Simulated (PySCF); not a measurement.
C4H9Cl2In, SMILES C[C](C)(C)[In]([Cl])[Cl] (GFN2-xTB optimised geometry):

```
16

In     0.470    -0.885     0.000
Cl     2.816    -0.885     0.000
Cl    -0.373    -3.068    -0.158
C     -0.861     1.044     0.000
C     -1.133     1.361    -1.454
C     -2.124     0.693     0.752
C     -0.048     2.122     0.678
H     -1.758     2.254    -1.528
H     -1.657     0.536    -1.939
H     -0.201     1.551    -1.991
H     -2.620    -0.164     0.294
H     -1.904     0.453     1.793
H     -2.816     1.538     0.731
H      0.153     1.864     1.719
H      0.905     2.268     0.168
H     -0.594     3.068     0.658
```

Calculation: PBE0/def2-TZVP, def2 effective core potentials past Kr run with PySCF.

What are the frontier orbital energies and the dipole moment?

HOMO-2 -8.69 eV, HOMO-1 -8.54 eV, HOMO -7.38 eV, LUMO -2.03 eV, LUMO+1 -1.45 eV; dipole moment 4.81 D.

On the same geometry PBE/def2-TZVP, def2 effective core potentials past Kr in PySCF gives HOMO-2 -7.29 eV, HOMO-1 -7.13 eV, HOMO -6.37 eV, LUMO -2.85 eV, LUMO+1 -2.16 eV; dipole moment 4.75 D.
